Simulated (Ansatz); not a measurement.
Cost and result for the atomization energy of `[NH2][GaH][AsH2]` (8 atoms, 7 bonds).

| atom | x (Å) | y (Å) | z (Å) |
| --- | --- | --- | --- |
| N1 | -1.600 | -0.372 | 0.143 |
| Ga2 | 0.125 | -0.284 | 0.700 |
| As3 | 1.560 | 1.337 | -0.372 |
| H4 | -1.972 | 0.150 | -0.632 |
| H5 | -2.286 | -0.986 | 0.547 |
| H6 | 0.541 | -1.192 | 1.904 |
| H7 | 2.665 | 0.305 | -0.548 |
| H8 | 0.967 | 1.042 | -1.743 |

Charge 0, multiplicity 1. Correlated methods include outer-core shells of As, Ga, which these sets cover unevenly. Scalar relativity is left out up to krypton. All single points use the PBE0-D4/def2-TZVP geometry. It is one conformer, not always the lowest. Program: Ansatz. All runs use 4 threads of an Intel Xeon 6975P-C on a shared host. Times are those of one run each, without the atoms' runs, and a repeat can differ threefold. Electronic energies, without spin–orbit coupling; frozen cores. CCSD(T)/CBS adds CCSD(T) − MP2 in def2-TZVPP to the MP2 limit, and its time is that of the two runs behind it. T1 = 0.013. With those shells the extrapolation isn't a true limit. B3LYP takes the VWN-RPA correlation (the form of Gaussian; ORCA's B3LYP/G). HSE06 is the plane-wave form, built on full-range PBE exchange.

CCSD(T)/CBS is a level of theory with its own doubt, some kJ/mol a heavy atom from the limit and from the frozen cores, so smaller differences don't rank the functionals.

```
                             level  functions  wall time  atomization (kcal/mol)  difference from CCSD(T)/CBS  per bond
              revPBE-D4/def2-TZVPP        197     0.75 s                   508.3                        -12.0      -1.7
                BLYP-D4/def2-TZVPP        197     0.75 s                   518.6                         -1.7      -0.3
   PBE-D4/def2-TZVPP (with forces)        197      0.9 s                   521.8                          1.5       0.2
               BHLYP-D4/def2-TZVPP        197      1.3 s                   504.4                        -15.9      -2.3
               HSE06-D4/def2-TZVPP        197      1.4 s                   512.2                         -8.1      -1.2
r2SCAN-D4/def2-TZVPP (with forces)        197      1.6 s                   517.3                         -3.0      -0.4
 B3LYP-D4/def2-TZVPP (with forces)        197      1.8 s                   519.3                         -1.0      -0.1
               PBE-QIDH/def2-TZVPP        197        2 s                   508.6                        -11.7      -1.7
                  CCSD(T)/def2-SVP        103      2.4 s                   474.6                        -45.7      -6.5
                ωB97X-V/def2-TZVPP        197      2.8 s                   524.9                          4.6       0.7
                    MP2/def2-QZVPP        385      8.5 s                   511.1                         -9.2      -1.3
                CCSD(T)/def2-TZVPP        197       19 s                   505.7                        -14.6      -2.1
                 CCSD(T)/CBS(def2)          –       27 s                   520.3                          0.0       0.0
```

From PBE to PBE0 (25 % exact exchange), in def2-TZVPP and without D4, the atomization energy moves by −9.0 kcal/mol: exact exchange takes away binding that semilocal exchange gives to molecules. In def2-TZVPP, CCSD(T) changes the Hartree–Fock value by +164.5 kcal/mol (the triples alone add +8.2 kcal/mol) and MP2 by +161.4 kcal/mol; breaking electron pairs costs correlation energy, which Hartree–Fock lacks. The D4 term adds +6.1 kcal/mol with B3LYP and +3.2 kcal/mol with PBE0; it sums over pairs of atoms, weighted by their polarisabilities, and B3LYP, whose exchange is more repulsive, gets the larger term.
